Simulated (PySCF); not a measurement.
bromine (Br2), singlet, geometry from GFN2-xTB. Base run: CAMB3LYP/STO-3G in PySCF.

Here is a job for PySCF.
```python
from pyscf import gto, scf, dft

mol = gto.M(
    atom='''
Br   -0.00000000   -0.00000000   -1.14062493
Br    0.00000000    0.00000000    1.14062493
''',
    basis='sto-3g',
    verbose=4,
    symmetry=True,
)

mf = dft.RKS(mol)
mf.xc = 'camb3lyp'
mf.kernel()
mf.analyze()
```

Variants of this job, named by their change:

```csv
change,ΔE vs base (eV),point group used,SCF cycles
base,0.00,Dooh,5
symmetry = off,0.00,C1,5
symmetry_subgroup = D2h,0.00,D2h,5
symmetry_subgroup = C2v,0.00,C2v,5
```
